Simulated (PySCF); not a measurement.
C3H3, SMILES [CH][C][CH2+] (connectivity only; charge and spin as stated), charge +1, multiplicity 1. Atoms are numbered in the order given.

```xyz
6

C      0.0000     0.0000    -1.2363
C      0.0000     0.0000     0.1048
C      0.0000     0.0000     1.3286
H      0.0000     0.9363    -1.7925
H      0.0000    -0.9363    -1.7925
H      0.0000     0.0000     2.4025
```
Charge +1, spin multiplicity 1.

Coordinates come from a B3LYP-D3(BJ)/def2-TZVP optimisation.

Level of theory: PySCF with TDDFT-PBE/def2-SVPD.

Vertical excitations. The molecule is in vacuum. State labels are in the subgroup C2v.

```tsv
state	symmetry	energy (eV)	λ (nm)	f	main pairs
S1	A2	2.19	567	0.000	HOMO→LUMO 100 %
S2	A1	5.48	226	0.116	HOMO−1→LUMO 88 %, HOMO→LUMO+1 14 %
S3	A2	6.59	188	0.000	HOMO−2→LUMO 100 %
S4	B1	7.37	168	0.008	HOMO−3→LUMO 100 %
S5	A2	8.33	149	0.000	HOMO→LUMO+2 92 %
S6	B1	8.61	144	0.000	HOMO−4→LUMO 99 %
S7	A2	8.68	143	0.000	HOMO−1→LUMO+1 92 %
S8	A1	9.07	137	0.818	HOMO→LUMO+1 70 %, HOMO−1→LUMO 15 %, HOMO−1→LUMO+2 14 %
S9	B2	9.54	130	0.005	HOMO→LUMO+3 100 %
S10	B2	10.54	118	0.001	HOMO→LUMO+4 97 %
T1	A2	1.69	734	0	HOMO→LUMO 100 %
T2	A1	2.74	453	0	HOMO−1→LUMO 100 %
T3	A1	5.68	218	0	HOMO→LUMO+1 98 %
T4	A2	5.93	209	0	HOMO−2→LUMO 99 %
```
Triplets are in the Tamm–Dancoff approximation, which puts them higher than full response would, so one can lie above its singlet here.
